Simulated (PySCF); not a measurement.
# Electronic absorption of C6H12OSi

Species: C₆H₁₂OSi.
InChI=1S/C6H12OSi/c8-7-6-3-1-5(6)2-4-6/h5H,1-4H2,8H3/t5-,6-

The calculation used TDDFT PBE0/def2-SVPD, vertical, gas phase, core orbitals frozen in the response (PySCF). Geometry: PBE0-D3(BJ)/def2-SVP, one conformer, isolated molecule. Torsions of this conformer, `[SiH3:1][O:2][C@:3]12[CH2:4][CH2:5][C@H:6]1[CH2:7][CH2:8]2`: Si1–O2–C3–C4 -72°.

```json
{"state": "S1", "E (eV)": "6.57", "E (hartree)": "0.2414", "f": "0.0041", "main configurations (H = HOMO, L = LUMO)": "H→L (96%)"}
{"state": "S2", "E (eV)": "6.82", "E (hartree)": "0.2505", "f": "0.033", "main configurations (H = HOMO, L = LUMO)": "H-1→L (96%)"}
{"state": "S3", "E (eV)": "7.09", "E (hartree)": "0.2606", "f": "0.0017", "main configurations (H = HOMO, L = LUMO)": "H→L+1 (94%)"}
{"state": "S4", "E (eV)": "7.22", "E (hartree)": "0.2652", "f": "0.015", "main configurations (H = HOMO, L = LUMO)": "H-1→L+1 (81%), H-1→L+2 (16%)"}
{"state": "S5", "E (eV)": "7.31", "E (hartree)": "0.2688", "f": "0.0000", "main configurations (H = HOMO, L = LUMO)": "H→L+2 (84%), H→L+3 (9%)"}
{"state": "S6", "E (eV)": "7.47", "E (hartree)": "0.2746", "f": "0.019", "main configurations (H = HOMO, L = LUMO)": "H-1→L+2 (77%), H-1→L+1 (16%)"}
```

The lowest singlet lies at 6.57 eV (189 nm, vacuum ultraviolet) and is very weak; its leading configuration is HOMO→LUMO (96%). The strongest level in the table is S2 at 6.82 eV (182 nm, f = 0.033). Löwdin shares by element: HOMO carbon 37% or more, oxygen 28% (atoms not listed hold the other 36%); LUMO silicon 38%, hydrogen 20% or more, oxygen 10% (atoms not listed hold the other 32%). The oscillator strengths of these states sum to 0.072; summed over the whole spectrum of an exact calculation they would give the number of electrons, 70 (Thomas–Reiche–Kuhn). The listed states span 0.91 eV, and the widest gap between neighbours is 0.27 eV (S2 to S3). Orbital energies (eV): HOMO-3 -9.12, HOMO-2 -8.70, HOMO-1 -7.56, HOMO -7.46, LUMO 0.35, LUMO+1 0.65, LUMO+2 0.96. The window holds the lowest 6 singlets.
